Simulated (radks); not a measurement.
Neutral mercury, 80 electrons, occupied as [Xe] 4f13 5d10 6s1.5 6p1.5 (fractional occupations, a model configuration). All-electron calculation, scalar-relativistic Kohn-Sham, SCAN, spin-polarised, spherical densities, finite nucleus; open shells are filled with parallel spins first (spin-orbit coupling, left out, can overturn this in heavy ions); meta-GGA in the generalised Kohn-Sham scheme; Fermi nuclear charge, rms radius 5.4648 fm. Program: a radial shooting solver on a logarithmic mesh with Libxc functionals.

Unscreened Slater integrals over Kohn-Sham orbitals (eV). They are taken over the spin-up orbitals.

\begin{tabular}{lr}
integral & value \\ \hline
F0(6p,6p) & 6.8098 \\
F2(6p,6p) & 3.5559 \\
F0(6p,6s) & 7.8928 \\
G1(6p,6s) & 4.4729 \\
F0(6p,5d) & 8.6652 \\
F2(6p,5d) & 2.3699 \\
G1(6p,5d) & 1.0013 \\
G3(6p,5d) & 0.78931 \\
F0(6p,5p) & 8.8723 \\
F2(6p,5p) & 1.6264 \\
G0(6p,5p) & 0.24937 \\
G2(6p,5p) & 0.33189 \\
F0(6s,6s) & 9.8954 \\
F0(6s,5d) & 11.843 \\
G2(6s,5d) & 2.5653 \\
F0(6s,5p) & 12.386 \\
G1(6s,5p) & 0.83927 \\
F0(5d,5d) & 17.624 \\
F2(5d,5d) & 9.0684 \\
F4(5d,5d) & 5.9995 \\
F0(5d,5p) & 20.083 \\
F2(5d,5p) & 9.9495 \\
G1(5d,5p) & 12.023 \\
G3(5d,5p) & 7.4499 \\
F0(5p,5p) & 24.031 \\
F2(5p,5p) & 12.959 \\
\end{tabular}

Derived for the open shells (J is the average intra-shell exchange parameter used in DFT+U). 6p: J = F2/5 = 0.7112 eV.
